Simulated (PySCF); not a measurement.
C₃H₇F₂Ga, SMILES C[CH](C)[Ga]([F])[F], B3LYP/def2-SVP optimised geometry.

```
13

Ga    -1.32     0.00     0.00
F     -2.31     1.45     0.00
F     -2.32    -1.45    -0.04
C      0.66     0.00     0.00
C      1.22    -1.28     0.64
C      1.22     1.29     0.61
H      0.90    -0.01    -1.08
H      2.32    -1.30     0.54
H      0.99    -1.33     1.72
H      0.83    -2.19     0.17
H      0.83     2.19     0.12
H      2.32     1.31     0.52
H      0.99     1.37     1.69
```

Density from B3LYP/def2-TZVP (PySCF) at that geometry.

Minimum of the electron density along straight lines between bonded atoms, close to the bond critical point (lines longer than 1.1 times the sum of covalent radii, or with two minima, are not listed):

```
bond    length / Å  ρ at the minimum / e bohr⁻³  ∇²ρ there / e bohr⁻⁵  position (fraction from the first atom)
------  ----------  ---------------------------  --------------------  ---------------------------------------
Ga1–F2       1.758                        0.130                  0.83                                     0.49
Ga1–F3       1.758                        0.130                  0.83                                     0.49
Ga1–C4       1.979                        0.114                  0.14                                     0.48
C4–C5        1.535                        0.241                 -0.58                                     0.51
C4–C6        1.535                        0.241                 -0.58                                     0.51
C4–H7        1.106                        0.271                 -0.90                                     0.64
C5–H8        1.104                        0.271                 -0.91                                     0.64
C5–H9        1.103                        0.273                 -0.92                                     0.64
C5–H10       1.101                        0.274                 -0.93                                     0.64
C6–H11       1.101                        0.274                 -0.93                                     0.64
C6–H12       1.104                        0.271                 -0.91                                     0.64
C6–H13       1.103                        0.273                 -0.92                                     0.64
```
